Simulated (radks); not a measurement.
Problem. Species: Sb+. Configuration: [Kr] 4d10 5s2 5p2. Calculated with a radial shooting solver on a logarithmic mesh with Libxc functionals: scalar-relativistic Kohn-Sham, PBE, spin-unpolarised, spherical densities, point nucleus. Some entries of the table are withheld. Estimate them.

| orbital | occ. | eigenvalue (eV) | <1/r> (bohr^-1) | <r> (bohr) |
|---|---|---|---|---|
| 1s | 2 | -30314.41 | 54.32 | 0.02842 |
| 2s | 2 | -4620.215 | 12.41 | 0.1226 |
| 2p | 6 | -4148.569 | (1) | 0.1071 |
| 3s | 2 | -912.6842 | 4.423 | 0.3305 |
| 3p | 6 | -758.9527 | (2) | (3) |
| 3d | 10 | (4) | 3.976 | 0.3054 |
| 4s | 2 | -157.3611 | 1.758 | 0.7908 |
| 4p | 6 | -110.3116 | (5) | 0.8522 |
| 4d | 10 | -42.0072 | 1.295 | 1.028 |
| 5s | 2 | -20.6390 | 0.5988 | 2.158 |
| 5p | 2 | (6) | 0.4775 | 2.672 |

Solution. 
(1) 2p <1/r> (bohr^-1): 11.92
(2) 3p <1/r> (bohr^-1): 4.209
(3) 3p <r> (bohr): 0.3288
(4) 3d eigenvalue (eV): -524.4227
(5) 4p <1/r> (bohr^-1): 1.601
(6) 5p eigenvalue (eV): -11.9933
